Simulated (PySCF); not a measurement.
# Which basis set comes closest?

Molecule: SMILES OCc1ccoc1, C5H6O2.

Mapped SMILES: `[OH:1][CH2:2][c:3]1[cH:4][cH:5][o:6][cH:7]1`. Each H is labelled by its parent atom.

Geometry PBE0-D3(BJ)/def2-SVP throughout; GIAO in PySCF 2.14.0 with density-fitted response routines, gas phase, one conformer, non-relativistic; equivalent atoms averaged; functional PBE0.

Reference values (estimated from measurements, as parent shift plus tabulated substituent increments; solution, not stated per compound (mostly CDCl3 or CCl4); Pretsch, Buehlmann, Badertscher, Structure Determination of Organic Compounds, 4th ed. (2009)): δ(H(C7)) = 7.35 ppm, δ(H(C4)) = 6.38 ppm, δ(H(C5)) = 7.36 ppm. Computed shifts are taken against TMS, calculated as an isolated molecule at each level.

Problem. How do the basis sets STO-3G, pcSseg-0, 6-31G, 6-31G*, cc-pVDZ, def2-SVP, pcSseg-1, aug-cc-pVDZ, 6-311+G(2d,p), def2-TZVP, cc-pVTZ, IGLO-III perform against the reference? Times are CPU seconds on shared hosts with different chips, so compare them loosely.

Solution. 
| basis set | functions | H(C7) | H(C4) | H(C5) | mean abs. error H | core-s |
| --- | --- | --- | --- | --- | --- | --- |
| STO-3G | 41 | 6.63 | 5.47 | 6.60 | 0.80 | 3 |
| pcSseg-0 | 75 | 7.44 | 6.30 | 7.34 | 0.06 | 5.8 |
| 6-31G | 75 | 7.50 | 6.32 | 7.40 | 0.08 | 5.5 |
| 6-31G* | 110 | 7.20 | 6.08 | 7.13 | 0.23 | 8.5 |
| cc-pVDZ | 128 | 7.34 | 6.29 | 7.23 | 0.08 | 10 |
| def2-SVP | 128 | 7.10 | 6.26 | 6.99 | 0.25 | 9.8 |
| pcSseg-1 | 149 | 7.50 | 6.48 | 7.39 | 0.09 | 14 |
| aug-cc-pVDZ | 215 | 7.64 | 6.53 | 7.60 | 0.23 | 23 |
| 6-311+G(2d,p) | 225 | 7.56 | 6.49 | 7.48 | 0.15 | 24 |
| def2-TZVP | 253 | 7.54 | 6.53 | 7.46 | 0.15 | 29 |
| cc-pVTZ | 294 | 7.49 | 6.52 | 7.42 | 0.11 | 37 |
| IGLO-III | 305 | 7.56 | 6.51 | 7.49 | 0.16 | 38 |

For 1H the closest is pcSseg-0 (0.06 ppm, with cc-pVDZ, 6-31G, pcSseg-1 practically level) and the furthest STO-3G (0.80 ppm). Where a smaller basis beats a larger one, errors probably cancel. One molecule is a small sample, and vibrational and solvent effects are absent from the calculation.

A small basis that lands close on one nucleus may do so by chance; judge by the trend and by all nuclei.
